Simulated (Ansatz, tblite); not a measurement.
Removing and adding an electron: MoO2Br2 (MoBr2O2). Charge 0, multiplicity 1. Geometry: B3LYP-D4/def2-SVP. Ansatz, gas phase; energy differences of separate SCF runs; the oxidised species was run as a doublet alone; the reduced species was run as a doublet alone.

```xyz
5

Mo    0.1390   -0.0232    0.0285
O     1.2734   -0.6745   -1.0163
O     0.9288    0.3065    1.4671
Br   -1.6133   -1.6400    0.4241
Br   -0.7279    2.0312   -0.9034
```

In the def2 sets Mo takes a core potential; there is no spin–orbit coupling. The xTB rows come from tblite. HOMO above LUMO, or a gap near zero within one spin, warns that the state may not be the lowest or that an electron is smeared out.

```csv
level,−HOMO (eV),vertical IE (eV),−LUMO (eV),vertical EA (eV),HOMO–LUMO gap (eV),IE − EA (eV),remarks
GFN1-xTB,12.95,16.38,9.00,5.78,3.96,10.60,–
GFN2-xTB,13.17,16.04,10.10,7.19,3.07,8.86,–
PBE-D4/def2-TZVP,7.98,10.76,4.57,–,3.42,–,gap within one spin near zero (+1 doublet)
PBE0-D4/def2-TZVP,9.24,11.16,4.00,–,5.23,–,restricted SCF unstable in HF (singlet)
```

Problem. Estimate the rows for PBE-D4/def2-TZVPD, r2SCAN-D4/def2-TZVP, r2SCAN-D4/def2-TZVPD, PBE0-D4/def2-TZVPD.

Solution. 
| level | −HOMO (eV) | vertical IE (eV) | −LUMO (eV) | vertical EA (eV) | HOMO–LUMO gap (eV) | IE − EA (eV) | remarks |
| --- | --- | --- | --- | --- | --- | --- | --- |
| PBE-D4/def2-TZVPD | 8.00 | – | 4.59 | 1.86 | 3.41 | – | HOMO above zero (-1 doublet), restricted SCF unstable in HF (singlet) |
| r2SCAN-D4/def2-TZVP | 8.35 | 11.04 | 4.62 | – | 3.73 | – | gap within one spin near zero (+1 doublet), restricted SCF unstable in HF (singlet) |
| r2SCAN-D4/def2-TZVPD | 8.35 | – | 4.61 | 2.02 | 3.73 | – | HOMO above zero (-1 doublet), restricted SCF unstable in HF (singlet) |
| PBE0-D4/def2-TZVPD | 9.24 | – | 4.01 | 2.32 | 5.23 | – | restricted SCF unstable in HF (singlet) |

Run but left out: HF/def2-SVP, MP2/def2-SVP, CCSD/def2-SVP, CCSD(T)/def2-SVP (singlet: restricted singlet, unstable towards broken spin symmetry).   A HOMO above zero means that the electron is unbound at that level or that self-interaction error raises the level; the energy of removing that electron tells which. Raw xTB energy differences between charge states are shifted by several eV; the methods need an empirical correction for them.
